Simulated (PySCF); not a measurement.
# CsBe: one state, many levels of theory

State: ²Σ⁺ (doublet), unpaired electrons σ ↑. Set-up: PySCF, scalar-relativistic core potentials, basis sets Cs def2-SVP with ECP46, Be def2-SVP. De refers to Cs + Be in their ground configurations, without counterpoise correction. The functionals are run spin-unrestricted. A positive dipole means Cs(−)Be(+). Levels whose curve was spin-contaminated or gave no clean fit are not listed.

| Level | Re (Å) | ωe (cm⁻¹) | De (eV) | μ (D) |
| --- | --- | --- | --- | --- |
| PBE | 3.772 | 143 | 0.354 | -3.84 |
| revPBE | 3.833 | 134 | 0.313 | -3.95 |
| PW91 | 3.758 | 145 | 0.369 | -3.85 |
| r²SCAN | 3.821 | 140 | 0.349 | -4.27 |
| PBE0 | 3.792 | 140 | 0.277 | -4.08 |
| BHandHLYP | 3.949 | 110 | 0.124 | -2.99 |
| LC-ωPBE | 3.788 | 136 | 0.151 | -5.84 |

The bond length runs from 3.758 Å (PW91) to 3.949 Å (BHandHLYP). De spans 0.12 eV (BHandHLYP, global hybrid GGA) to 0.37 eV (PW91, GGA).

The bond is weak. Basis-set superposition, not corrected here, can be much of De in a small basis, most of all at correlated wavefunction levels. Functionals without a dispersion term scatter widely for such bonds, and LDA overbinds them. Spin–orbit coupling is left out. The state is the lowest determinant that a PBE0 search found; another state may lie lower at other levels.

The whole job (state search and all levels along the bond) took about 0.8 min on 1 thread of Arm Neoverse V2 (shared host), peak memory 0.4 GiB.
